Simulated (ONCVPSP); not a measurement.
**Nd: one change to an ONCV potential, before and after**

- Element: neodymium (Nd)
- Generator: ONCVPSP 4.0.1
- Type: optimised norm-conserving Vanderbilt (ONCV)
- Functional: LDA (Perdew-Wang 92)
- Relativity: scalar-relativistic
- Frozen core: [Kr] 4d10 4f3
- Valence charge: 11
- Reference configuration: 5s2 5p6 5d1 6s2
- Partial waves: 5s+6s: rc 2.25 bohr, ncon 3, nbas 7, qcut 6.9 1/bohr, 3 projectors, debl 2.8 Ha; 5p: rc 2.05 bohr, ncon 4, nbas 8, qcut 7 1/bohr, 1 projector; 5d: rc 3.40 bohr, ncon 4, nbas 9, qcut 4.8 1/bohr, 2 projectors, debl 2.9 Ha
- Local potential: polynomial inside 1.50 bohr (lpopt 5, dvloc0 -1 Ha)
- Core correction: none

All-electron outer shells of the reference configuration (LDA (PZ), scalar-relativistic, ld1.x):

```json
{"shell": "5s", "level (eV)": "-43.83", "outermost node (bohr)": "0.72", "outermost maximum (bohr)": "1.31"}
{"shell": "5p", "level (eV)": "-24.75", "outermost node (bohr)": "0.77", "outermost maximum (bohr)": "1.46"}
{"shell": "4f", "level (eV)": "-7.12", "outermost node (bohr)": "–", "outermost maximum (bohr)": "0.65"}
{"shell": "6s", "level (eV)": "-4.01", "outermost node (bohr)": "1.73", "outermost maximum (bohr)": "3.55"}
{"shell": "5d", "level (eV)": "-3.06", "outermost node (bohr)": "0.87", "outermost maximum (bohr)": "2.10"}
```

Change: functional PBE.

Cutoffs: the cutoffs (Ha) at which the residual kinetic energy of the hardest occupied pseudo-wave falls to 1 and 0.1 mHa per electron; they do not see the model core or the augmentation charge, which bear on the density cutoff. Errors are all-electron minus pseudo energies relative to the spin-unpolarised reference configuration.

**Question.** What does the change do?

**Answer.** The potential gets neither clearly harder nor softer (15 Ha and 19 Ha → 15 Ha and 19 Ha); of the 4 tests that both files solve, the error grows in 2 and shrinks in 1 by more than 15 % and 0.3 meV (median size 1.0 → 2.8 meV); neither file shows a bound ghost.

| quantity | base | changed |
| --- | --- | --- |
| cutoff, loose | 15 Ha | 15 Ha |
| cutoff, tight | 19 Ha | 19 Ha |
| loose cutoff by channel | s 14 Ha, p 15 Ha, d 6.5 Ha | s 14 Ha, p 15 Ha, d 6.5 Ha |
| bound ghosts | none | none |
| GHOST(+) flags under 300 eV | s at 87.8 eV | s at 89.7 eV |
| error for 5s2 5p6 5d1 6s1, meV [ΔE 6.46 → 6.26 eV] | -0.9 | -0.4 |
| error for 5s2 5p6 5d1 6s0, meV [ΔE 18.16 → 17.70 eV] | +0.6 | +4.4 |
| error for 5s2 5p6 5d0 6s0, meV [ΔE 37.83 → 37.20 eV] | -31 | -31 |
| error for 5s2 5p6 5d1.5 6s1.5, meV [ΔE 0.53 → 0.53 eV] | -1.0 | -1.3 |
| s: phases at 2.28 bohr within 0.05 rad from the reference energy up to (Ha; the scan ends near 5) | to the end of the scan | to the end of the scan |
| p: phases at 2.09 bohr within 0.05 rad from the reference energy up to (Ha; the scan ends near 5) | 0.6 | 0.7 |
| d: phases at 3.45 bohr within 0.05 rad from the reference energy up to (Ha; the scan ends near 5) | to the end of the scan | to the end of the scan |
